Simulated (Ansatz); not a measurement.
Relaxation of BClF$_{2}$H$_{4}$O$_{2}$ (10 atoms, charge 0, multiplicity 1), to a largest force component of 0.03 eV/Å in at most 50 steps.

All numbers below come from Ansatz 0.2.0, RKS B3LYP-D4/STO-3G.

```xyz
10
Properties=species:S:1:pos:R:3:forces:R:3
B -0.641 -1.074 -0.205 -0.27 1.08 -0.10
Cl 2.175 0.084 0.637 0.08 -0.29 0.01
O -0.142 -1.795 -1.278 -0.02 -0.02 0.01
O -0.816 -1.771 0.979 -0.01 -0.02 0.00
H -0.406 2.321 -0.106 -1.80 -1.66 -0.64
F -0.998 0.247 -0.328 0.39 -0.74 0.14
H 1.767 1.358 0.551 -0.58 0.84 -0.16
F 0.313 2.897 0.148 2.20 0.81 0.74
H -0.070 -1.153 -2.064 0.00 0.00 0.01
H -1.182 -1.115 1.666 0.01 0.00 -0.02
```

Question: Where does it end, and by what steps?

Answer: The run converged. Limits of this set-up: minimal basis. After 12 steps the energy has fallen by 1.929 eV; H5 moved furthest, 0.83 Å.

| step | energy less start (eV) | largest force component (eV/Å) | accepted |
| --- | --- | --- | --- |
| 0 | 0.0000 | 2.201 | yes |
| 1 | -0.4111 | 1.092 | yes |
| 2 | -1.0080 | 1.219 | yes |
| 3 | -1.3414 | 1.117 | yes |
| 4 | -1.6107 | 1.174 | yes |
| 5 | -1.7482 | 1.990 | yes |
| 6 | -1.8670 | 0.848 | yes |
| 7 | -1.9180 | 0.217 | yes |
| 8 | -1.9246 | 0.169 | yes |
| 9 | -1.9274 | 0.091 | yes |
| 10 | -1.9277 | 0.055 | yes |
| 11 | -1.9283 | 0.031 | yes |
| 12 | -1.9285 | 0.018 | yes |

```xyz
10
Properties=species:S:1:pos:R:3
B -0.433 -0.841 -0.139
Cl 1.873 0.058 0.546
O -0.107 -1.562 -1.266
O -0.786 -1.543 0.993
H -0.293 1.504 -0.075
F -0.953 0.483 -0.308
H 1.253 1.457 0.394
F 0.435 2.245 0.166
H 0.069 -0.916 -2.029
H -1.057 -0.885 1.718
```

Run time: 33 s on 1 CPU thread of a shared host.
